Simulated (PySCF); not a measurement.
SMILES COC[SiH3] (C₂H₈OSi) (GFN2-xTB optimised geometry):

```
12

C      2.047    -0.654     0.000
O      0.645    -0.654     0.000
C      0.081     0.642     0.000
Si    -1.805     0.376     0.014
H      2.444    -0.145    -0.889
H      2.364    -1.695    -0.005
H      2.443    -0.154     0.894
H      0.418     1.201    -0.885
H      0.428     1.205     0.878
H     -2.180    -0.364    -1.189
H     -2.161    -0.369     1.218
H     -2.444     1.695     0.021
```

Level of theory: PySCF with B3LYP/def2-TZVP.

Question: What are the frontier orbital energies and the dipole moment?

Answer: HOMO-2 -9.40 eV, HOMO-1 -8.28 eV, HOMO -7.31 eV, LUMO 0.43 eV, LUMO+1 1.14 eV; dipole moment 1.35 D.

Meta-Löwdin charges at B3LYP/def2-TZVP: C1 -0.11, O2 -0.40, C3 -0.22, Si4 0.53, H5 0.09, H6 0.12, H7 0.09, H8 0.09, H9 0.09, H10 -0.10, H11 -0.10, H12 -0.11.
